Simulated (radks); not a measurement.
Values are calculated unless marked as measured or tabulated.
Removal energies from the magnesium ion Mg7+, [He] 2s2 2p(1/2: 1, 3/2: 0), by Delta-SCF beside the eigenvalue of the level emptied. Code: a radial shooting solver on a logarithmic mesh with Libxc functionals. Model: Dirac Kohn-Sham, PBE, spin-unpolarised, spherical densities, finite nucleus; Fermi nuclear charge, rms radius of each element as measured or else 0.836 A^(1/3) + 0.57 fm. Sub-shells are occupied by j as written (lower j first in brackets).

removed from          final configuration  Delta-SCF (eV)  -eigenvalue (eV)
2p1/2                            [He] 2s2          265.02            243.67
2s1/2         [He] 2s1 2p(1/2: 1, 3/2: 0)          288.15            269.54
1s1/2          1s1 2s2 2p(1/2: 1, 3/2: 0)          1594.3            1512.7
